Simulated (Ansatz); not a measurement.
Harmonic frequencies (cm⁻¹) at PBE0-D4/def2-TZVP from Ansatz: 135, 188, 223, 341, 379, 464, 504, 567, 614, 652, 755, 994, 1080, 1120, 1317, 1366, 1622, 1677, 1760, 1823, 3123, 3187, 3591, 3723.

Each molecule was computed in one conformer, which needn't be the lowest.

**Question.** Which molecule is it?
A. `CC#[N+][InH3-]`
B. `C1COC1`
C. `N/C=[CH]\[InH2]`
D. `F[SiH](Cl)N[SiH3]`

**Answer.** C.
